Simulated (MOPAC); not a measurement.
MOPAC input (AM1):

```
AM1 PRECISE GNORM=0.05 LET XYZ UHF MS=0.5 GEO-OK AUX(PRECISION=9) THREADS=1
C2H7Ge

C     1.66094900 1   -0.60667300 1   -0.18653100 1
Ge   -0.02573000 1    0.35745700 1    0.19870600 1
C    -1.57534800 1   -0.72532800 1   -0.39214100 1
H     1.72328800 1   -0.80749600 1   -1.25875600 1
H     1.68547900 1   -1.55476700 1    0.34956600 1
H     2.52240900 1   -0.01003700 1    0.10952500 1
H    -0.02781800 1    1.72052800 1   -0.55504200 1
H    -1.48686000 1   -0.92519300 1   -1.46270400 1
H    -1.59822000 1   -1.67516000 1    0.14094500 1
H    -2.50852000 1   -0.19449100 1   -0.21010100 1
```

From the output:

```
                                                       MOPAC v23.2.5 Linux

          FINAL HEAT OF FORMATION =          9.20546 KCAL/MOL =      38.51564 KJ/MOL

          COSMO AREA              =        113.79 SQUARE ANGSTROMS
          COSMO VOLUME            =        102.65 CUBIC ANGSTROMS

          GRADIENT NORM           =          0.04604          =       0.01456 PER ATOM
          IONIZATION POTENTIAL    =          8.532103 EV
          ALPHA SOMO LUMO (EV)    =         -8.532  1.097
          BETA  SOMO LUMO (EV)    =        -11.106 -1.556
          NO. OF ALPHA ELECTRONS  =         10
          NO. OF BETA  ELECTRONS  =          9
          MOLECULAR WEIGHT        =        103.6673         POINT GROUP:  Cs

          MOLECULAR DIMENSIONS (Angstroms)

            Atom       Atom       Distance
            H    10    H     6     4.77801
            H     7    H     4     3.49841
            H     5    H     6     1.64771

          SCF CALCULATIONS        =        108

   ATOM   CHEMICAL          X               Y               Z
  NUMBER   SYMBOL      (ANGSTROMS)     (ANGSTROMS)     (ANGSTROMS)

     1       C          1.69170405  *  -0.56451926  *  -0.28825376  *
     2      Ge         -0.02519953  *   0.26104612  *   0.24509493  *
     3       C         -1.59590227  *  -0.68463883  *  -0.49810217  *
     4       H          1.51778744  *  -1.20220044  *  -1.17451479  *
     5       H          2.04698465  *  -1.17493629  *   0.56356712  *
     6       H          2.41904569  *   0.23424155  *  -0.52051636  *
     7       H         -0.09376323  *   1.79541807  *   0.44046323  *
     8       H         -1.26594921  *  -1.29920128  *  -1.35588212  *
     9       H         -2.00761783  *  -1.32784315  *   0.30265119  *
    10       H         -2.34644530  *   0.06011813  *  -0.81907439  *

                             CARTESIAN COORDINATES

   1    C        1.691704053    -0.564519259    -0.288253758
   2   Ge       -0.025199527     0.261046119     0.245094933
   3    C       -1.595902274    -0.684638832    -0.498102167
   4    H        1.517787443    -1.202200437    -1.174514786
   5    H        2.046984650    -1.174936295     0.563567119
   6    H        2.419045687     0.234241553    -0.520516357
   7    H       -0.093763235     1.795418074     0.440463233
   8    H       -1.265949206    -1.299201276    -1.355882117
   9    H       -2.007617827    -1.327843153     0.302651188
  10    H       -2.346445295     0.060118128    -0.819074388

           Empirical Formula: C2 H7 Ge  =    10 atoms

      MOLECULAR POINT GROUP   :   Cs

          ALPHA EIGENVALUES
 -29.50571 -27.45391 -13.87893 -13.68238 -13.39454 -13.31795 -12.64370 -11.18446
 -11.09948  -8.53210   1.09698   1.22191   2.06787   4.65172   4.65489   4.68192
   4.69748   5.07052   5.14456

           BETA EIGENVALUES
 -29.47987 -27.52867 -13.87436 -13.63925 -13.37452 -13.31226 -12.43443 -11.19931
 -11.10641  -1.55583   1.11316   1.21030   2.57874   4.63383   4.63870   4.66139
   4.67401   5.05603   5.13000

              NET ATOMIC CHARGES AND DIPOLE CONTRIBUTIONS

  ATOM NO.   TYPE          CHARGE      No. of ELECS.   s-Pop       p-Pop
    1          C          -0.364898        4.3649     1.25306     3.11184
    2         Ge           0.304344        3.6957     0.88919     2.80647
    3          C          -0.364894        4.3649     1.25306     3.11184
    4          H           0.078191        0.9218     0.92181
    5          H           0.080818        0.9192     0.91918
    6          H           0.078791        0.9212     0.92121
    7          H          -0.050150        1.0502     1.05015
    8          H           0.078191        0.9218     0.92181
    9          H           0.080819        0.9192     0.91918
   10          H           0.078788        0.9212     0.92121
 DIPOLE           X         Y         Z       TOTAL
 POINT-CHG.    -0.045     0.339     0.509     0.613
 HYBRID         0.053    -0.416    -0.586     0.721
 SUM            0.008    -0.077    -0.077     0.109

          ATOMIC ORBITAL ELECTRON POPULATIONS

     Atom    s        px        py        pz
    1  C   1.25306   1.05632   1.03112   1.02440
    2 Ge   0.88919   0.89195   0.92680   0.98771
    3  C   1.25306   1.05135   1.03344   1.02705
    4  H   0.92181
    5  H   0.91918
    6  H   0.92121
    7  H   1.05015
    8  H   0.92181
    9  H   0.91918
   10  H   0.92121

                    (SZ)    =    0.500000
                    (S**2)  =    0.762984

          ATOMIC ORBITAL SPIN POPULATIONS

    Atom   Total    s     px     py     pz
         Atomic
    1  C -0.0716 -0.007 -0.042 -0.014 -0.009
    2 Ge  1.1596  0.140  0.056  0.157  0.806
    3  C -0.0716 -0.007 -0.036 -0.017 -0.012
    4  H  0.0059  0.006
    5  H  0.0137  0.014
    6  H  0.0052  0.005
    7  H -0.0659 -0.066
    8  H  0.0059  0.006
    9  H  0.0137  0.014
   10  H  0.0052  0.005

 **********************
 *                    *
 * JOB ENDED NORMALLY *
 *                    *
 **********************

 == MOPAC DONE ==
```

The geometry given is a B3LYP-D3(BJ)/def2-TZVP minimum.
